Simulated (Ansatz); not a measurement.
**A ladder of methods for CH5AlOSi (SMILES [CH2]1O[SiH2][AlH]1)**

CH5AlOSi has 9 atoms, charge 0, and is taken as a singlet. As SMILES, `[CH2]1O[SiH2][AlH]1`. The coordinates come from a PBE0-D4/def2-TZVP relaxation.

Each level gives the vertical energy of the triplet above the singlet (eV). The values are calculated.

| level | kind | program | value (eV) | less CCSD(T)/def2-SVP |
| --- | --- | --- | --- | --- |
| HF/def2-SVP | Hartree–Fock | Ansatz | 3.03 | -0.22 |
| BLYP/def2-SVP | GGA | Ansatz | 3.09 | -0.16 |
| revPBE/def2-SVP | GGA | Ansatz | 2.94 | -0.31 |
| r2SCAN/def2-SVP | meta-GGA | Ansatz | 2.91 | -0.34 |
| BHLYP/def2-SVP | global hybrid | Ansatz | 3.36 | +0.11 |
| PBE0/def2-SVP | global hybrid | Ansatz | 3.08 | -0.17 |
| HSE06/def2-SVP | range-separated hybrid | Ansatz | 3.08 | -0.17 |
| B2PLYP/def2-SVP | double hybrid | Ansatz | 3.29 | +0.04 |
| RPA@PBE/def2-SVP | RPA | Ansatz | 3.10 | -0.15 |
| CCSD(T)/def2-SVP | coupled cluster or CI | Ansatz | 3.25 | 0.00 |

CCSD(T)/def2-SVP is the highest level here, not the true value. The values span 2.91 to 3.36 eV.
